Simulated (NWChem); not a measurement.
System: CH2F2OSi; SMILES O=C[SiH](F)F

The following NWChem deck was run.

```
start job
memory heap 200 mb stack 900 mb global 1100 mb
geometry units angstroms noautoz
  O      0.225273    -2.290265     0.000000
  C     -0.484434    -1.299944     0.000000
  Si     0.326335     0.453635     0.000000
  F     -0.190464     1.271639     1.311806
  F     -0.190464     1.271639    -1.311806
  H     -1.618026    -1.393384     0.000000
  H      1.814691     0.374634     0.000000
end
basis spherical
  * library 6-31g*
end
dft
  xc pbe0
  iterations 150
  vectors input atomic output neutral.movecs
end
task dft energy
charge 1
dft
  odft
  mult 2
  vectors input atomic output cation.movecs
end
task dft energy
```

NWChem printed, in part:

```
             Northwest Computational Chemistry Package (NWChem) 7.3.0
             --------------------------------------------------------

 CS  symmetry detected

                             Geometry "geometry" -> ""
                             -------------------------

 Output coordinates in angstroms (scale by  1.889725989 to convert to a.u.)

  No.       Tag          Charge          X              Y              Z
 ---- ---------------- ---------- -------------- -------------- --------------
    1 O                    8.0000     0.17943601     2.33752074     0.00000000
    2 C                    6.0000    -0.51278342     1.33489820     0.00000000
    3 Si                  14.0000     0.32863279    -0.40418330     0.00000000
    4 F                    9.0000    -0.17373219    -1.23113020     1.31180600
    5 F                    9.0000    -0.17373219    -1.23113020    -1.31180600
    6 H                    1.0000    -1.64784056     1.40843138     0.00000000
    7 H                    1.0000     1.81537329    -0.29907659     0.00000000

 Effective nuclear repulsion energy (a.u.)     225.0601406003

      Symmetry information
      --------------------

 Group name             Cs
 Group number              2
 Group order               2
 No. of unique centers     6

                                 NWChem DFT Module
                                 -----------------

 Summary of "ao basis" -> "ao basis" (spherical)
 ------------------------------------------------------------------------------
       Tag                 Description            Shells   Functions and Types
 ---------------- ------------------------------  ------  ---------------------
 O                           6-31g*                  6       14   3s2p1d
 C                           6-31g*                  6       14   3s2p1d
 Si                          6-31g*                  8       18   4s3p1d
 F                           6-31g*                  6       14   3s2p1d
 H                           6-31g*                  2        2   2s

      Symmetry analysis of basis
      --------------------------

        a'         51
        a"         27

            General Information
            -------------------
          SCF calculation type: DFT
          Wavefunction type:  closed shell.
          No. of atoms     :     7
          No. of electrons :    48
           Alpha electrons :    24
            Beta electrons :    24
          Charge           :     0
          Spin multiplicity:     1
          Use of symmetry is: on ; symmetry adaption is: on
          Maximum number of iterations: 150
          AO basis - number of functions:    78
                     number of shells:    36
          Convergence on energy requested:  1.00D-06
          Convergence on density requested:  1.00D-05
          Convergence on gradient requested:  5.00D-04

              XC Information
              --------------
                         PBE0 Method XC Functional
                     Hartree-Fock (Exact) Exchange  0.250
          PerdewBurkeErnzerhof Exchange Functional  0.750
            Perdew 1991 LDA Correlation Functional  1.000 local
           PerdewBurkeErnz. Correlation Functional  1.000 non-local

             Grid Information
             ----------------
          Grid used for XC integration:  medium
          Radial quadrature: Mura-Knowles
          Angular quadrature: Lebedev.
          Tag              B.-S. Rad. Rad. Pts. Rad. Cut. Ang. Pts.
          ---              ---------- --------- --------- ---------
          O                   0.60       49           9.0       434
          C                   0.70       49           8.0       434
          Si                  1.10       88           8.0       590
          F                   0.50       49           9.0       434
          H                   0.35       45          10.0       434
          Grid pruning is: on
          Number of quadrature shells:   325
          Spatial weights used:  Erf1

      Superposition of Atomic Density Guess
      -------------------------------------

 Sum of atomic energies:        -600.97304303

      Non-variational initial energy
      ------------------------------

 Total energy =    -602.066778
 1-e energy   =   -1281.631411
 2-e energy   =     454.504493
 HOMO         =      -0.272531
 LUMO         =      -0.065531

      Symmetry analysis of molecular orbitals - initial
      -------------------------------------------------

  Numbering of irreducible representations:

     1 a'          2 a"

  Orbital symmetries:

     1 a'          2 a'          3 a"          4 a'          5 a'
     6 a'          7 a"          8 a'          9 a'         10 a'
    11 a"         12 a'         13 a'         14 a'         15 a"
    16 a'         17 a'         18 a"         19 a"         20 a'
    21 a'         22 a"         23 a'         24 a'         25 a"
    26 a'         27 a"         28 a'         29 a'         30 a'
    31 a'         32 a'         33 a'         34 a"

   convergence    iter        energy       DeltaE   RMS-Dens  Diis-err
 ---------------- ----- ----------------- --------- --------- ---------
 d= 0,ls=0.0,diis     1   -603.1684832024 -8.28D+02  2.34D-02  1.41D+00
 d= 0,ls=0.0,diis     2   -602.8085919013  3.60D-01  1.44D-02  5.42D+00
 d= 0,ls=0.0,diis     3   -603.3296805485 -5.21D-01  2.77D-03  7.59D-02
 d= 0,ls=0.0,diis     4   -603.3337061602 -4.03D-03  1.22D-03  3.69D-02
 d= 0,ls=0.0,diis     5   -603.3370021452 -3.30D-03  1.77D-04  3.62D-04
  Resetting Diis
 d= 0,ls=0.0,diis     6   -603.3370362957 -3.42D-05  3.58D-05  1.64D-05
 d= 0,ls=0.0,diis     7   -603.3370381140 -1.82D-06  2.89D-05  1.76D-06
 d= 0,ls=0.0,diis     8   -603.3370378798  2.34D-07  1.52D-05  4.34D-06
 d= 0,ls=0.0,diis     9   -603.3370383057 -4.26D-07  2.76D-06  2.30D-07

[...]
```

Level: PBE0/6-31G* (spherical d), vertical spin-unrestricted ions. The geometry was optimised at PBE-D3(BJ)/def2-SVP.
